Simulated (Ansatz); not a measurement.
Computed with Ansatz on PBE0-D4/def2-TZVP structures; ΔE is electronic, products minus reactants. CBS: MP2 limit from def2 TZ/QZ plus the TZ coupled-cluster correction, frozen cores. DFT in def2-TZVPP. HSE06 is defined as in plane-wave codes. def2 core potentials past Kr. For Br, Cd outer-core shells are correlated without core-valence functions, which leaves a few kJ/mol of doubt a bond. Scalar relativity is left out up to krypton. One conformer a species, not always the lowest.

Consider the redistribution: `BrB(Br)Br` + `C[O][Cd][Cl]` → `COB(Br)Br` + `[Cl][Cd][Br]`.

`BrB(Br)Br`:

Z-matrix (Å, degrees):
```
B
Br 1 1.896
Br 1 1.896 2 120.0
Br 1 1.896 2 120.0 3 180.0
```

`C[O][Cd][Cl]`:

Cartesian coordinates in Å:
```
C 0.615 0.566 -0.821
O -0.699 0.271 -0.431
Cd -1.112 -0.803 1.157
Cl -1.751 -2.024 2.954
H 1.171 1.143 -0.069
H 1.207 -0.329 -1.060
H 0.569 1.177 -1.730
```

`COB(Br)Br`:

Z-matrix (Å, degrees):
```
C
O 1 1.418
H 1 1.090 2 111.5
H 1 1.090 2 108.0 3 120.9
H 1 1.090 2 108.2 3 -121.0
B 2 1.326 1 127.2 3 2.8
Br 6 1.928 2 123.5 1 -0.1
Br 6 1.915 2 117.8 1 179.9
```

`[Cl][Cd][Br]`:

```xyz
3

Cl    1.423    1.759    0.476
Cd    0.026    0.032    0.009
Br   -1.449   -1.791   -0.485
```

(1) Is it downhill or uphill in electronic energy at CCSD(T)/CBS, and by how much? (Best estimate.)

(2) What do these levels give: BLYP-D4, r2SCAN-D4, PBE, revPBE, r2SCANh, HSE06, RPA@PBE/def2-TZVPP, CCSD(T)/def2-SVP, SCS-MP2/def2-TZVPP, HF/def2-QZVPP, MP2/def2-QZVPP, CCSD/CBS(def2)? (Best estimate.)

Largest T1 diagnostic among the species: 0.016.

Results:

(1) Ansatz gave: Downhill: ΔE = -2.28 eV.

(2) Ansatz gave: BLYP-D4 -2.11, r2SCAN-D4 -2.23, PBE -2.10, revPBE -2.05, r2SCANh -2.29, HSE06 -2.29, RPA@PBE/def2-TZVPP -2.08, CCSD(T)/def2-SVP -2.38, SCS-MP2/def2-TZVPP -2.20, HF/def2-QZVPP -2.74, MP2/def2-QZVPP -2.20, CCSD/CBS(def2) -2.36 eV.

Leaving LDA and LC-ωPBE aside and taking each functional with its dispersion term where it has one, the values, not all of them listed here, spread over 0.45 eV, from BHLYP-D4 to revPBE-D4. LDA lies −0.11 eV from PBE without D4. From r2SCAN to r2SCAN0 (25 % exact exchange), in def2-TZVPP and without D4, ΔE moves by −0.15 eV.
